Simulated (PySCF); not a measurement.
Cd(Cl)2, SMILES [Cd]([Cl])[Cl] (CdCl2), singlet, PBE0/def2-SVP optimised geometry.

```
3

Cd     0.00     0.00     0.00
Cl    -2.28     0.00     0.00
Cl     2.28     0.00     0.00
```

Density from PBE0/def2-TZVP, def2 effective core potentials past Kr in PySCF 2.14.0 at that geometry. The core electrons that the potentials of Cd replace are not part of the density.

Minimum of the electron density along straight lines between bonded atoms, close to the bond critical point (lines longer than 1.1 times the sum of covalent radii, or with two minima, are not listed):

```tsv
bond	length / Å	ρ at the minimum / e bohr⁻³	∇²ρ there / e bohr⁻⁵	position (fraction from the first atom)
Cd1–Cl2	2.277	0.092	0.27	0.49
Cd1–Cl3	2.277	0.092	0.27	0.49
```
